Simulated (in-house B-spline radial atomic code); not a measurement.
Configurations of Ge VI (Ge5+), with energies counted from [Ar] 3d9. Computed with an all-electron radial atomic-structure program (B-spline basis): non-relativistic HSE06, spin-polarised, spherical fractional occupations, exact exchange averaged over the configuration, point nucleus. Shells without spins written out take the highest spin.

Occupations are held fixed; configurations that lie above the ionisation limit could autoionise.

```csv
configuration,E - E(ref) (eV),highest orbital,its <r> (bohr)
[Ar] 3d8 4s1,39.47,4s up,1.628
[Ar] 3d8 4p1,52.025,4p up,1.782
[Ne] 3s2 3p5 3d10,87.899,3d down,0.6823
[Ne] 3s2 3p5 3d9 4s1,127.21,4s up,1.626
```

**Question.** Order these further configurations by energy, lowest first.
A. [Ne] 3s2 3p5 3d9 4p1
B. [Ne] 3s2 3p5 3d9 4f1
C. [Ne] 3s2 3p5 3d9 4d1
D. [Ar] 3d8 4d1
E. [Ar] 3d8 4f1

**Answer.** D (71.033 eV), E (85.944 eV), A (139.78 eV), C (158.86 eV), B (173.78 eV).
